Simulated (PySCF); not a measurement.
These 2 structures share the formula C5H16OSi2. Level of theory: PBE0-D3(BJ)/def2-SVP geometry optimisation, gas phase in PySCF 2.14.0. One conformer each; no zero-point energy, no entropy. No frequencies were run at this level. Point groups hold within 0.08 Å.

Question: Rank from lowest to highest electronic energy at this level (kcal/mol).
A. `C[SiH](C)O[Si](C)(C)C` (SiHMe2(OSiMe3))
B. `[CH3:1][CH2:2][CH2:3][Si:4]([CH3:5])([CH3:6])[O:7][SiH3:8]` with C1–C2–C3–Si4 180°, C2–C3–Si4–C5 63°, C3–Si4–O7–Si8 -6°

Answer: A (0.0), B (23.3).

```tsv
SMILES	E (Eh)	E rel (kcal/mol)	dipole (D)	point group	A, B, C (MHz)
[H][Si](C)(C)O[Si](C)(C)C	-853.58539	0.0	0.32	C1	2018, 794.8, 719.2
CCC[Si](C)(C)O[SiH3]	-853.54830	23.3	1.14	–	1635, 779.8, 644.7
```

How do the relative energies change in single points at PBE0/pcSseg-1 (no added dispersion term) on the same geometries?

| SMILES | PBE0-D3(BJ)/def2-SVP (kcal/mol) | PBE0/pcSseg-1 (kcal/mol) | shift |
| --- | --- | --- | --- |
| [H][Si](C)(C)O[Si](C)(C)C | 0.0 | 0.0 | 0.0 |
| CCC[Si](C)(C)O[SiH3] | 23.3 | 24.5 | +1.2 |

Each column counts from its own lowest isomer. The order is unchanged; the largest shift is 1.2 kcal/mol.
